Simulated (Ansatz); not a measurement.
`CC[SiH2]CO` → CH₃OH + `CC[SiH]`  (silylene formation by 1,1-elimination)

Computed with Ansatz on PBE0-D4/def2-TZVP structures; ΔE is electronic, products minus reactants. CCSD(T)/CBS adds triple-zeta CCSD(T) − MP2 to the extrapolated MP2 energy (def2 sets, frozen cores). This one scheme is used for every species. DFT in def2-TZVPP. B3LYP here is the variant with VWN-RPA as its local correlation; programs differ in this. HSE06 is defined as in plane-wave codes. Each species was taken in one conformer, which may not be the lowest.

| level | ΔE (kJ/mol) | difference from CCSD(T)/CBS |
| --- | --- | --- |
| LDA (SPW92) | 244.2 | 28.5 |
| PBE-D4 | 217.7 | 2.0 |
| revPBE-D4 | 213.6 | -2.1 |
| BLYP-D4 | 201.4 | -14.3 |
| r2SCAN-D4 | 233.7 | 18.0 |
| B97M-V | 211.9 | -3.8 |
| PBE0-D4 | 225.4 | 9.7 |
| B3LYP-D4 | 210.7 | -5.0 |
| r2SCANh-D4 | 234.1 | 18.4 |
| HSE06-D4 | 224.9 | 9.2 |
| BHLYP-D4 | 219.4 | 3.7 |
| CAM-B3LYP-D4 | 219.4 | 3.7 |
| ωB97X-V | 227.7 | 12.0 |
| ωB97M-V | 214.0 | -1.7 |
| B2PLYP | 208.1 | -7.6 |
| PBE-QIDH | 229.1 | 13.4 |
| PBE | 207.8 | -7.9 |
| BLYP | 181.7 | -34.0 |
| r2SCAN | 230.7 | 15.0 |
| PBE0 | 216.7 | 1.0 |
| B3LYP | 195.4 | -20.3 |
| r2SCANh | 230.9 | 15.2 |
| r2SCAN0 | 231.4 | 15.7 |
| HSE06 | 216.7 | 1.0 |
| BHLYP | 207.4 | -8.3 |
| LC-ωPBE | 231.2 | 15.5 |
| RPA@PBE/def2-TZVPP | 196.5 | -19.2 |
| HF/def2-SVP | 189.9 | -25.8 |
| MP2/def2-SVP | 219.1 | 3.4 |
| CCSD/def2-SVP | 197.7 | -18.0 |
| CCSD(T)/def2-SVP | 201.0 | -14.7 |
| HF/def2-TZVPP | 192.9 | -22.8 |
| MP2/def2-TZVPP | 227.3 | 11.6 |
| SCS-MP2/def2-TZVPP | 215.9 | 0.2 |
| CCSD/def2-TZVPP | 206.9 | -8.8 |
| CCSD(T)/def2-TZVPP | 211.1 | -4.6 |
| HF/def2-QZVPP | 192.8 | -22.9 |
| MP2/def2-QZVPP | 230.0 | 14.3 |
| SCS-MP2/def2-QZVPP | 218.8 | 3.1 |
| MP2/CBS(def2) | 232.0 | 16.3 |
| CCSD(T)/CBS | 215.7 | 0 |

Largest T1 diagnostic among the species: 0.012.

In def2-TZVPP, CCSD(T) changes the Hartree–Fock value by +18.2 kJ/mol (the triples alone add +4.2 kJ/mol) and MP2 by +34.5 kJ/mol. Leaving LDA and LC-ωPBE aside and taking each functional with its dispersion term where it has one, the values, not all of them listed here, spread over 33.5 kJ/mol, from BLYP-D4 to r2SCAN0-D4. LDA lies +36.4 kJ/mol from PBE without D4.

CCSD(T)/CBS has its own doubt, a few kJ/mol and more with outer-core shells, so smaller differences from it don't rank the levels.
